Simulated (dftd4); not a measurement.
CHCl₃, charge +1, doublet, at a GFN2-xTB geometry (a state made from the parent by changing its charge; the spin is typed, not shown lowest); D4 for bp86 in dftd4.

Input for dftd4:
```
$ dftd4 mol.xyz --func bp86 --charge 1 --json dftd4.json --noedisp --property

# file mol.xyz
5

Cl    -0.79809750     1.51930940    -0.07372434
C      0.00488595     0.00306855     0.36216780
Cl    -0.91853468    -1.45078845    -0.04693467
Cl     1.71373432    -0.07034090    -0.09414240
H      0.01994780     0.01252794     1.47861697
```

Task: Predict the main parts of the log of this dftd4 run.

Result: 
```
                    ____  _____ _____     ____  _  _
      -------------|  _ \|  ___|_   _|---|  _ \| || |------------
     |             | | | | |_    | | ___ | | | | || |_           |
     |             | |_| |  _|   | ||___|| |_| |__   _|          |
     |             |____/|_|     |_|     |____/   |_|            |
     |             ===================================           |
     |            E. Caldeweyher, S. Ehlert & S. Grimme          |
     |          Mulliken Center for Theoretical Chemistry        |
     |                    University of Bonn                     |
      -----------------------------------------------------------

Rational (Becke-Johnson) damping: bp86-D4-ATM
---------------------
  s6         1.0000
  s8         3.3550
  s9         1.0000
  a1         0.4365
  a2         4.9241
 alp        16.0000
--------------------

Atomic data, radii in Ångström:
------------------------------------------------------
   Z          R(cov)      r4/r2   hardness         EN
------------------------------------------------------
  17 Cl       1.3200     1.9735     0.4312     3.1600
   6 C        1.0000     1.6431     0.4220     2.5500
   1 H        0.4267     1.0622     0.4726     2.2000
------------------------------------------------------

Atomic reference systems (in atomic units):
----------------------------------------------------------------------------
   Z        #      CN     q+Z       C6(AA)   #      CN     q+Z       C6(AA)
----------------------------------------------------------------------------
  17 Cl     1  0.0000 17.0000      92.6806   2  0.8444 16.8495     101.8771
   6 C      1  0.0000  6.0000      49.3833   2  0.9189  5.8288      52.1688
            3  1.9079  5.8579      35.6972   4  2.8312  5.7775      35.8445
            5  3.7487  5.7435      28.6317   6  2.9183  5.8956      32.2504
            7  0.8556  6.2103      25.6194
   1 H      1  0.0000  1.0000       7.6362   2  0.8942  1.0000       3.0374
----------------------------------------------------------------------------

Atomic properties (in atomic units):
----------------------------------------------------------------------------
     #    Z              CN          q      C6(AA)        C8(AA)   alpha(0)
----------------------------------------------------------------------------
     1   17 Cl       1.0666     0.1950     91.7301     3827.3057    14.6410
     2    6 C        3.5858     0.1773     20.4317      590.9208     6.6185
     3   17 Cl       1.0666     0.1950     91.7301     3827.3057    14.6410
     4   17 Cl       1.0666     0.1950     91.7301     3827.3057    14.6410
     5    1 H        0.9212     0.2378      0.9263       11.1972     1.5052
----------------------------------------------------------------------------

Molecular properties (in atomic units):
----------------------------------------
 molecular C6                1170.2522
 molecular C8               45461.8252
----------------------------------------

Dispersion energy:      -6.8012098426522E-03 Eh

[Info] JSON dump of results written to 'dftd4.json'
```
